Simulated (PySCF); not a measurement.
# C$_{5}$H$_{4}$FN: full NMR table

```
Formula                               : C5H4FN
SMILES                                : Fc1ccncc1
InChI                                 : InChI=1S/C5H4FN/c6-5-1-3-7-4-2-5/h1-4H
Point group of the computed structure : C2v
Degrees of unsaturation               : 4
Carbon signals                        : 3
Proton signals                        : 2
```

Molfile (atoms numbered from 1):
```
C5H4FN
     RDKit          3D

 11 11  0  0  0  0  0  0  0  0999 V2000
   -0.0188    2.1207    0.4042 F   0  0  0  0  0  0  0  0  0  0  0  0
    0.0789    0.8186    0.1414 C   0  0  0  0  0  0  0  0  0  0  0  0
   -1.0591    0.0929   -0.1452 C   0  0  0  0  0  0  0  0  0  0  0  0
   -0.8922   -1.2581   -0.4104 C   0  0  0  0  0  0  0  0  0  0  0  0
    0.2818   -1.8795   -0.4033 N   0  0  0  0  0  0  0  0  0  0  0  0
    1.3540   -1.1475   -0.1227 C   0  0  0  0  0  0  0  0  0  0  0  0
    1.3170    0.2101    0.1590 C   0  0  0  0  0  0  0  0  0  0  0  0
   -2.0325    0.5653   -0.1600 H   0  0  0  0  0  0  0  0  0  0  0  0
   -1.7589   -1.8708   -0.6411 H   0  0  0  0  0  0  0  0  0  0  0  0
    2.3061   -1.6703   -0.1208 H   0  0  0  0  0  0  0  0  0  0  0  0
    2.2125    0.7747    0.3834 H   0  0  0  0  0  0  0  0  0  0  0  0
  1  2  1  0
  2  3  2  0
  3  4  1  0
  4  5  2  0
  5  6  1  0
  6  7  2  0
  7  2  1  0
  3  8  1  0
  4  9  1  0
  6 10  1  0
  7 11  1  0
M  END
```

[PySCF 2.14.0 with density-fitted response routines: σ from GIAO-B97-2/pcSseg-2; geometry: PBE0-D3(BJ)/def2-TZVP; a single conformation; rapidly exchanging positions averaged; no solvent; non-relativistic]

Shifts are taken against calculated references (same method and geometry level): ¹H (31.64 ppm) and ¹³C (185.38 ppm) against TMS; ¹⁹F (175.98 ppm) against CFCl3; ¹⁵N (261.75 ppm) against NH3.

| carbon | δC, type | δH (multiplicity) | HMBC from (2–3 bonds) | span of the C tensor (ppm) |
| --- | --- | --- | --- | --- |
| C2 | 179.0, C | – | H9/H10, H8/H11 | 172 |
| C3/C7 | 116.3, CH | 7.11 (m) | H9/H10, H8/H11 | 188 |
| C4/C6 | 160.6, CH | 8.89 (m) | H9/H10, H8/H11 | 224 |

Other nuclei:
| atoms | nucleus | environment | δ (ppm) | σ (ppm) |
| --- | --- | --- | --- | --- |
| F1 | ¹⁹F | aryl fluorine | -106.1 | 282.1 |
| N5 | ¹⁵N | pyridine-type ring nitrogen | 342.5 | -80.7 |

- Carbon types of the structure: 1 × C, 4 × CH, which accounts for all hydrogens.
- δC 179.0: aromatic carbon bearing fluorine; an ipso carbon deshielded by its heteroatom.
- δC 160.6: aromatic CH next to a ring nitrogen; the adjacent pyridine-type nitrogen withdraws density from it.
- δC 116.3: aromatic CH.
- δH 8.89: hydrogen on an aromatic CH next to a ring nitrogen; ring current plus the neighbouring ring nitrogen.
- δH 7.11: hydrogen on an aromatic CH; the ring current deshields protons in the ring plane.

Splittings by ¹⁹F in the carbon and heteronuclear signals aren't shown, as no couplings were computed. Shifts are as computed. Against solution values, carbons near 30 ppm lie about +3 ppm off and those near 130 ppm about +7 ppm. Of 1211 compounds with measured shifts, 218 miss one by over three times the rms of a fit or turn the order of signals round; such compounds aren't used in these exercises. Unscaled 19F shifts against computed CFCl3 carry errors that often reach 10 to 50 ppm. Experimental scales use liquid or dissolved standards, which lie at an offset from isolated NH3 (liquid NH3: subtract about 20 ppm). Unscaled 15N shifts of sp2 nitrogen come out 20 to 40 ppm too high even then. No couplings were computed; multiplicities are counted from neighbouring protons, with m where these are inequivalent, close in shift, in a saturated or five-membered ring or joined by F or P, and br s for small geminal =CH2 splittings.
